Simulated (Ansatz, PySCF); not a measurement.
H₂Si₂, SMILES [SiH2]=[Si] (connectivity only; charge and spin as stated), neutral, multiplicity 1. Atoms are numbered in the order given.

```xyz
4

Si    -0.1675    -0.9876     0.0000
Si     0.2342     1.1738     0.0000
H     -1.5332    -1.5789     0.0000
H      0.8947    -2.0298     0.0000
```
Charge 0, spin multiplicity 1.

Geometry optimised at r2SCAN-D4/def2-TZVP. The isomer is the one that the SMILES or the coordinates give; other isomers of the formula were not compared.

Two levels are set side by side: PBE-D3(BJ)/def2-TZVP (Ansatz, a program for electronic structure) and r2SCAN-D4/def2-TZVP (Ansatz). Each level has its own optimised geometry; the coordinates shown are those of the second. Frequencies come from the Hessian of PySCF at each geometry. Differences are taken from unrounded values.

```csv
quantity,r2SCAN-D4
mean bond length (Å),1.725
bond Si1–Si2 (Å),2.198
bond Si1–H3 (Å),1.488
bond Si1–H4 (Å),1.488
highest harmonic wavenumber (cm⁻¹),2215
mean harmonic wavenumber (cm⁻¹),1064
zero-point energy (kcal/mol),9.13
```

Problem. What does PBE-D3(BJ) give, and how far is it from r2SCAN-D4? (Estimate from the structure and the level; the computed values follow.)

Solution. 
| quantity | PBE-D3(BJ) | PBE-D3(BJ) minus r2SCAN-D4 |
|---|---|---|
| mean bond length (Å) | 1.736 | 0.011 |
| bond Si1–Si2 (Å) | 2.212 | 0.013 |
| bond Si1–H3 (Å) | 1.499 | 0.011 |
| bond Si1–H4 (Å) | 1.499 | 0.011 |
| highest harmonic wavenumber (cm⁻¹) | 2156 | -59 |
| mean harmonic wavenumber (cm⁻¹) | 1027 | -37 |
| zero-point energy (kcal/mol) | 8.81 | -0.32 |
